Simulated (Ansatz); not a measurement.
`[F][Ga]([F])[O][SiH3]` + `O[Si](O)(F)O[SiH3]` → `O[Si](F)(O[SiH3])O[SiH3]` + `[OH][Ga]([F])[F]`  (ligand exchange at the Si–O bond)

Isolated molecules relaxed with PBE0-D4/def2-TZVP in Ansatz; ΔE leaves out vibrations. CBS: MP2 limit from def2 TZ/QZ plus the TZ coupled-cluster correction, frozen cores. Functionals use def2-TZVPP. B3LYP here is the variant with VWN-RPA as its local correlation; programs differ in this. For Ga outer-core shells are correlated without core-valence functions, which leaves a few kJ/mol of doubt a bond. Scalar relativity is left out up to krypton. Each species was taken in one conformer, which may not be the lowest.

`[F][Ga]([F])[O][SiH3]`:

```xyz
8

F    -1.790   -1.679   -1.054
Ga   -0.103   -1.622   -0.661
F     0.842   -3.026   -1.009
O     0.631   -0.213    0.057
Si    0.195    1.294    0.553
H    -0.887    1.215    1.569
H    -0.283    2.100   -0.601
H     1.394    1.933    1.147
```

`O[Si](O)(F)O[SiH3]`:

Z-matrix (Å, degrees):
```
Si
O 1 1.618
F 1 1.588 2 111.5
O 1 1.623 2 108.8 3 -119.0
O 1 1.606 2 108.2 3 117.2
H 2 0.958 1 118.4 3 77.1
H 4 0.958 1 118.5 2 163.8
Si 5 1.641 1 145.4 2 9.7
H 8 1.484 5 110.1 1 -66.9
H 8 1.484 5 110.2 1 54.1
H 8 1.483 5 107.5 1 173.6
```

`O[Si](F)(O[SiH3])O[SiH3]`:

Z-matrix (Å, degrees):
```
Si
F 1 1.585
O 1 1.605 2 109.1
O 1 1.608 2 107.0 3 -120.2
O 1 1.620 2 109.7 3 118.1
Si 3 1.642 1 146.3 2 99.9
Si 4 1.640 1 147.1 2 101.3
H 5 0.957 1 119.3 2 60.7
H 6 1.484 3 110.2 1 -48.3
H 6 1.482 3 107.5 1 -168.1
H 6 1.483 3 109.8 1 72.5
H 7 1.485 4 110.0 1 43.5
H 7 1.484 4 109.9 1 -77.2
H 7 1.482 4 107.7 1 163.2
```

`[OH][Ga]([F])[F]`:

```xyz
5

O     0.206    0.583    1.203
Ga   -0.282   -0.124   -0.330
F    -1.938   -0.111   -0.825
F     0.862   -0.861   -1.411
H     1.151    0.513    1.364
```

| level | ΔE (kJ/mol) | difference from CCSD(T)/CBS |
| --- | --- | --- |
| PBE-D4 | -9.7 | -2.0 |
| r2SCAN-D4 | -8.1 | -0.4 |
| PBE0-D4 | -8.4 | -0.7 |
| B3LYP-D4 | -10.5 | -2.8 |
| ωB97X-V | -7.6 | 0.1 |
| ωB97M-V | -7.9 | -0.2 |
| B2PLYP | -6.9 | 0.8 |
| PBE | -7.7 | 0.0 |
| r2SCAN | -7.1 | 0.6 |
| PBE0 | -6.3 | 1.4 |
| B3LYP | -7.5 | 0.2 |
| HF/def2-TZVPP | -4.1 | 3.6 |
| MP2/def2-TZVPP | -6.0 | 1.7 |
| SCS-MP2/def2-TZVPP | -6.0 | 1.7 |
| CCSD/def2-TZVPP | -5.9 | 1.8 |
| CCSD(T)/def2-TZVPP | -6.1 | 1.6 |
| HF/def2-QZVPP | -4.8 | 2.9 |
| MP2/def2-QZVPP | -7.1 | 0.6 |
| SCS-MP2/def2-QZVPP | -7.0 | 0.7 |
| HF/CBS(def2) | -4.9 | 2.8 |
| MP2/CBS(def2) | -7.6 | 0.1 |
| CCSD/CBS(def2) | -7.5 | 0.2 |
| CCSD(T)/CBS | -7.7 | 0 |

Largest T1 diagnostic among the species: 0.015.

The D4 term adds −3.0 kJ/mol with B3LYP and −2.1 kJ/mol with PBE0; it sums over pairs of atoms, weighted by their polarisabilities, and B3LYP, whose exchange is more repulsive, gets the larger term.
